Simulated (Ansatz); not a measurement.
Harmonic frequencies (cm⁻¹) at PBE0-D4/def2-TZVP from Ansatz: 176, 282, 289, 432, 448, 523, 630, 709, 766, 811, 853, 873, 954, 983, 1000, 1018, 1023, 1059, 1110, 1179, 1182, 1204, 1301, 1334, 1369, 1475, 1528, 1630, 1660, 2573, 2652, 3182, 3187, 3194, 3205, 3213.

Question: Which molecule is it?
A. `NB(O[SiH3])O[SiH3]`
B. `CCB(S)S`
C. `CBOC(C)=O`
D. `Bc1ccccc1`

Answer: D.
